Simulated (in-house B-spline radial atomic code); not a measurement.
The numbers below are computed, except where a source is named.
**Making a Troullier-Martins p channel for Nb, r_c = 1.29 bohr**

Nb, [Kr] 4d4 5s1, non-relativistic PBE, spherical and spin-unpolarised, from a B-spline radial code for spherical atoms (atomic units). The all-electron 4p level is ε = -1.246606 hartree, its outermost node lies just inside 0.56 bohr and its outer maximum at 1.14 bohr.

Inside r_c the pseudo-orbital is u(r) = r^2 exp(p(r)), with p = c0 + c2 r² + c4 r⁴ + … + c12 r¹². The seven coefficients follow from p and its first four derivatives at r_c, from zero curvature of the screened potential at the origin, c4 = −c2²/(2l + 5), and from the norm inside r_c. At r_c the all-electron orbital has P = 0.9508847, P' = -0.4403298, the screened potential V = -2.896317, V' = 5.346082, V'' = -12.53217, and the norm inside is Q = 0.5258683.

(1) What are p, p' and p'' at r_c?

For a trial c2 the five matching conditions are linear in c0, c6, c8, c10 and c12, and c2 is varied until the norm inside r_c equals Q. The root nearest zero gives:

| n | c_n |
| --- | --- |
| 0 | 0.2328726 |
| 2 | 0.1052865 |
| 4 | -0.001583607 |
| 6 | -0.9530686 |
| 8 | 0.8019175 |
| 10 | -0.2694179 |
| 12 | 0.03377219 |

(2) Check c4 and p(r_c), and find the screened pseudopotential at the origin.

Orbitals and screened potentials:

```json
{"r (bohr)": "0.129", "P": "0.2018", "u": "0.02104", "V all-electron": "-196.3", "V pseudo": "-0.7271"}
{"r (bohr)": "0.322", "P": "-0.5102", "u": "0.1322", "V all-electron": "-46.92", "V pseudo": "-0.9605"}
{"r (bohr)": "0.516", "P": "-0.1105", "u": "0.3407", "V all-electron": "-19.69", "V pseudo": "-1.967"}
{"r (bohr)": "0.71", "P": "0.4946", "u": "0.62", "V all-electron": "-10.43", "V pseudo": "-3.696"}
{"r (bohr)": "0.903", "P": "0.8625", "u": "0.873", "V all-electron": "-6.371", "V pseudo": "-4.812"}
{"r (bohr)": "1.096", "P": "0.9861", "u": "0.9858", "V all-electron": "-4.217", "V pseudo": "-4.183"}
{"r (bohr)": "1.29", "P": "0.9509", "u": "0.9509", "V all-electron": "-2.896", "V pseudo": "-2.896"}
```

Logarithmic derivatives P'/P at R = 1.59 bohr, for energies E around ε:

| E − ε (hartree) | all-electron | pseudo |
| --- | --- | --- |
| -0.5 | 0.0542516 | 0.0524737 |
| -0.25 | -0.379625 | -0.380283 |
| -0.1 | -0.696223 | -0.696396 |
| 0 | -0.938907 | -0.938961 |
| 0.1 | -1.21355 | -1.21378 |
| 0.25 | -1.70327 | -1.70478 |
| 0.5 | -2.83942 | -2.84957 |

(3) With P(R) = 0.7635119 and a norm of 0.7506681 inside R, what slope in energy does norm conservation fix?

## Answers

(1) p = ln(P/r_c^2) = ln(0.9508847/1.6641) = -0.55965. p' = P'/P − 2/r_c = -0.46307 − 1.55039 = -2.01346. The radial equation gives p'' = 2(V − ε) − 2(2) p'/r_c − p'² = -3.29942 − (-6.24329) − 4.05403 = -1.11016. Differentiating, p''' = 2V' + 2(2)p'/r_c² − 2(2)p''/r_c − 2p'p'' = 4.8242, and p'''' = 2V'' − 4(2)p'/r_c³ + 4(2)p''/r_c² − 2(2)p'''/r_c − 2p''² − 2p'p''' = -20.895.

(2) −c2²/7 = -0.00158361, as listed. The terms c_n r_c^n are 0.23287, 0.17521, -0.00439, -4.39200, 6.14961, -3.43814, 0.71719, which sum to -0.55965. Inverting the radial equation, V_l(r) = ε + 2 p'/r + (p'' + p'²)/2, so V_l(0) = ε + (2l + 3) c2 = -1.246606 + 5 × (0.105287) = -0.7202 hartree, finite where the all-electron potential diverges.

(3) d(P'/P)/dE = −2 × (norm inside R)/P(R)² = -2.5754 per hartree·bohr at E = ε, for both atoms, since orbital and norm agree at R. Differences over ±0.1 hartree give -2.5866 (all-electron) and -2.5869 (pseudo), which also hold third-order terms. Half a hartree below ε the two curves differ by -0.0018.
